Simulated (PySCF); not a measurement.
## A run with a changed setting

The sound run of Hf(NH2)4 (singlet; a saddle point, relaxed within its symmetry) uses PySCF 2.14.0, RKS PBE0, Hf def2-SVP with ECP60, N def2-SVP, H def2-SVP; non-relativistic Hamiltonian with scalar-relativistic core potentials where named; density fitting; no spin-orbit coupling, grid (50, 194), threshold 1e-8 and 55 cycles at the relaxed geometry. This run, with dm0 from free metal ions and neutral atoms, differs:

```python
mol = gto.M(atom='''
Hf     0.00000     0.00000     0.00000
N      2.09414     0.00000    -0.00000
H      2.70584     0.78589     0.21582
H      2.70584    -0.78589    -0.21582
N     -0.00000     2.09414     0.00000
H     -0.78589     2.70584     0.21582
H      0.78589     2.70584    -0.21582
N     -2.09414    -0.00000     0.00000
H     -2.70584    -0.78589     0.21582
H     -2.70584     0.78589    -0.21582
N      0.00000    -2.09414    -0.00000
H      0.78589    -2.70584     0.21582
H     -0.78589    -2.70584    -0.21582''',
    basis={'Hf': 'def2-SVP', 'N': 'def2-SVP', 'H': 'def2-SVP'},
    ecp={'Hf': 'def2-SVP'},
    charge=0, spin=0)
mf = dft.RKS(mol, xc='PBE0')
mf.grids.atom_grid = (10, 14)
mf = mf.density_fit()  # fitting sets: Hf def2-universal-JKFIT, N def2-universal-JKFIT, H def2-universal-JKFIT
mf.conv_tol = 1e-08; mf.max_cycle = 55
mf.kernel(dm0)
mf.nuc_grad_method().kernel()
```

Q: What was changed, and how did it end?

A: The integration grid was changed. It converged in 10 cycles, -2.467 eV from the sound run, largest force component 1.92 eV/Å. These settings are unsound on purpose: the numbers aren't the compound's.
```
init E= -277.575041484819
cycle= 1 E= -270.120955618633  delta_E= 7.45  |g|= 2.12  |ddm|= 4.42
cycle= 2 E= -269.761475316442  delta_E= 0.359  |g|= 2.67  |ddm|= 4.68
cycle= 3 E= -271.434095264767  delta_E= -1.67  |g|= 0.608  |ddm|= 2.09
cycle= 4 E= -271.555236093884  delta_E= -0.121  |g|= 0.244  |ddm|= 1.06
cycle= 5 E= -271.569916283333  delta_E= -0.0147  |g|= 0.0257  |ddm|= 0.321
...
cycle= 8 E= -271.570132803501  delta_E= -3.57e-06  |g|= 0.000237  |ddm|= 0.00525
cycle= 9 E= -271.570132828482  delta_E= -2.5e-08  |g|= 1.72e-05  |ddm|= 0.000483
cycle= 10 E= -271.570132828999  delta_E= -5.17e-10  |g|= 3.6e-06  |ddm|= 0.000101
Extra cycle  E= -271.570132829017  delta_E= -1.81e-11  |g|= 2.87e-06  |ddm|= 1.62e-05
converged SCF energy = -271.570132829017
```

Run from Python with OMP_NUM_THREADS=2; the lines above give its settings. Where DIIS fails, smearing, a level shift and second-order steps follow.
It took 4.1 s on 2 threads of Arm Neoverse V1, on a shared host.
